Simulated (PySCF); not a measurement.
Charge on either side of a bond

C7H12OSi2.
Atom-mapped SMILES: `[CH3:1][C:2]#[C:3][C:4]1=[C:5]([CH2:6][CH2:7][OH:8])[SiH2:9][SiH2:10]1` (hydrogens: H11, H12, H13 on C1; H14, H15 on C6; H16, H17 on C7; H18 on O8; H19, H20 on Si9; H21, H22 on Si10)

Cartesian coordinates in Å at the GFN2-xTB level; atoms count from 1:
```xyz
22
C7H12OSi2 angstrom
C      4.1623   -0.7983    0.3607
C      2.8463   -0.2181    0.2056
C      1.7460    0.2592    0.0749
C      0.4966    0.8656   -0.0695
C     -0.6904    0.2306   -0.2124
C     -0.9125   -1.2445   -0.2528
C     -2.2939   -1.5736    0.3142
O     -3.3111   -0.8384   -0.3277
Si    -1.9990    1.6018   -0.3341
Si     0.0443    2.7278   -0.1198
H      4.5520   -0.5789    1.3557
H      4.8451   -0.3800   -0.3799
H      4.1216   -1.8807    0.2302
H     -0.8644   -1.5904   -1.2941
H     -0.1402   -1.7781    0.3079
H     -2.3434   -1.2811    1.3653
H     -2.4946   -2.6522    0.2421
H     -3.2834   -1.0376   -1.2700
H     -2.9705    1.6889    0.7563
H     -2.7216    1.6482   -1.6140
H      0.4825    3.4360    1.0924
H      0.7181    3.4130   -1.2336
```

Atomic charges (e) from the PBE0/pcSseg-1 density (PySCF):

```
atom  Mulliken      IAO  Hirshfeld  ESP-fitted
  C1   -0.2028  -0.4337    -0.0966     -0.5587
  C2   -0.3609  -0.0432    -0.0412     +0.2079
  C3   +0.2484  -0.0742    -0.0706     -0.3219
  C4   -0.4550  -0.2530    -0.0866     -0.0136
  C5   -0.4167  -0.2277    -0.0753     -0.0041
  C6   -0.1744  -0.2851    -0.0818     -0.2126
  C7   +0.0634  -0.0477    +0.0058     +0.1255
  O8   -0.4510  -0.5272    -0.1874     -0.5914
 Si9   +0.4195  +0.4658    +0.2188     +0.0700
Si10   +0.3888  +0.4238    +0.2189     +0.1844
 H11   +0.1493  +0.1730    +0.0613     +0.1880
 H12   +0.1491  +0.1727    +0.0611     +0.1852
 H13   +0.1449  +0.1689    +0.0584     +0.1782
 H14   +0.1336  +0.1422    +0.0416     +0.0963
 H15   +0.1361  +0.1535    +0.0448     +0.0913
 H16   +0.1279  +0.1514    +0.0467     +0.1014
 H17   +0.1109  +0.1261    +0.0388     +0.0306
 H18   +0.2363  +0.3488    +0.1671     +0.4234
 H19   -0.0435  -0.1021    -0.0771     -0.0080
 H20   -0.0705  -0.1156    -0.0830     -0.0467
 H21   -0.0670  -0.1083    -0.0816     -0.0623
 H22   -0.0664  -0.1084    -0.0822     -0.0629
```

Task: Cut each of the bonds C1–C2, C2–C3, C3–C4, C6–C5, C7–C6 and O8–C7 in turn and sum the charges on the side of the atom named first.

Result: In e; the other side holds the opposite charge:

| bond cut | piece | atoms | Mulliken | IAO | Hirshfeld | ESP-fitted |
| --- | --- | --- | --- | --- | --- | --- |
| C1–C2 | CH3 | 4 | +0.240 | +0.081 | +0.084 | -0.007 |
| C2–C3 | C2H3 | 5 | -0.120 | +0.038 | +0.043 | +0.201 |
| C3–C4 | C3H3 | 6 | +0.128 | -0.037 | -0.028 | -0.121 |
| C6–C5 | C2H5O | 8 | +0.183 | +0.062 | +0.076 | +0.065 |
| C7–C6 | CH3O | 5 | +0.088 | +0.051 | +0.071 | +0.089 |
| O8–C7 | OH | 2 | -0.215 | -0.178 | -0.020 | -0.168 |

Extremes among these pieces. Mulliken: lowest OH at O8, highest CH3 at C1; IAO: lowest OH at O8, highest CH3 at C1; Hirshfeld: lowest C3H3 at C3, highest CH3 at C1; ESP-fitted: lowest OH at O8, highest C2H3 at C2.

Task: Do the schemes agree better on the pieces than on the single atoms at the cuts?

Result: The spread between schemes averages 0.195 e for the pieces and 0.397 e for the atoms named first; it is smaller for the piece at 6 of the 6 cuts. On average they agree better on the pieces. The sign differs between schemes (beyond ±0.03 e) for C2H3 at C2 and C3H3 at C3.

Geometry: GFN2-xTB, one conformer, isolated molecule. GFN2-xTB frequencies show an imaginary mode (24i cm⁻¹), so this geometry is no minimum at that level.
